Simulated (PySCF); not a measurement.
Broadened absorption spectrum of C4H7NO2Si

C4H7NO2Si.
Numbering: `[O:1]=[CH:2][NH:3][Si@@H:4]1[CH:5]=[CH:6][CH2:7][O:8]1` (hydrogens: H9 on C2; H10 on N3; H11 on Si4; H12 on C5; H13 on C6; H14, H15 on C7)

Cartesian coordinates in Å at the GFN2-xTB level; atoms count from 1:
```xyz
15
C4H7NO2Si angstrom
O      2.370    1.992   -0.369
C      2.715    0.855   -0.162
N      1.872   -0.178   -0.285
Si     0.265    0.217   -0.861
C     -0.995    0.872    0.365
C     -1.973   -0.025    0.423
C     -1.777   -1.250   -0.416
O     -0.504   -1.227   -1.003
H      3.741    0.590    0.149
H      2.197   -1.115   -0.106
H      0.368    0.883   -2.152
H     -1.007    1.797    0.910
H     -2.875    0.048    1.010
H     -2.532   -1.288   -1.212
H     -1.871   -2.164    0.182
```

The calculation used TDDFT CAM-B3LYP/def2-SVPD, vertical, gas phase, core orbitals frozen in the response in PySCF.

Computed states:

| state | E (eV) | f |
| --- | --- | --- |
| S1 | 5.70 | 0.0007 |
| S2 | 6.79 | 0.026 |
| S3 | 6.88 | 0.260 |
| S4 | 7.22 | 0.051 |
| S5 | 7.31 | 0.013 |
| S6 | 7.54 | 0.028 |
| S7 | 7.54 | 0.028 |
| S8 | 7.66 | 0.035 |

Each state is given a Gaussian of 0.4 eV full width at half maximum, with ε(max) = 2.175×10⁸ f / Δν̃ (Δν̃ the width in cm⁻¹). The width is an assumption, not a result. The curve ends short of the highest state used, and states not computed would add to its high-energy end.

Question: What does the envelope look like, and where are its maxima?

Answer: 
λ (nm), ε (L mol⁻¹ cm⁻¹) and a bar:
```
    175.6      12767 ####################
    177.5      16637 ##########################
    179.4      19245 ##############################
    181.4      19039 ##############################
    183.3      16003 #########################
    185.2      11509 ##################
    187.1       7134 ###########
    189.1       3709 ######
    191.0       1742 ###
    192.9        724 #
    194.9        254 
    196.8         84 
    198.7         26 
    200.7          7 
    202.6          4 
    204.5          5 
    206.5         10 
    208.4         17 
    210.3         26 
    212.3         35 
    214.2         43 
    216.1         49 
    218.1         50 
    220.0         47 
    221.9         40 
    223.8         32 
    225.8         24 
    227.7         16 
    229.6         11 
    231.6          6 
    233.5          4 
    235.4          2 
    237.4          1 
    239.3          0 
    241.2          0 
    243.2          0
```

Maxima: 218 nm (5.70 eV), ε about 50, made up of S1 (100%); 180 nm (6.88 eV), ε about 20000, made up of S3 (89%) (ε in L mol⁻¹ cm⁻¹; maxima over ε = 5, shares over 10%).

Question: On this curve, what absorbance would a 10⁻⁵ mol/L sample give at 222 nm over a 1 cm path?

Answer: 222 nm is 5.585 eV, where ε is about 40 L mol⁻¹ cm⁻¹, so A = ε c l ≈ 0.0004 (Beer–Lambert, with the gas-phase spectrum and the assumed width).

Question: What would ε be at 6.88 eV, the highest of these maxima, with half the width (0.2 eV)?

Answer: About 37000 L mol⁻¹ cm⁻¹ against 19600, a factor of about 1.9; a lone state at its own centre would give exactly 2.

Question: Coming from long wavelengths, where does ε first pass 100 L mol⁻¹ cm⁻¹?

Answer: At about 197 nm (6.31 eV), 0.61 eV above S1.

One conformer stands for the species.
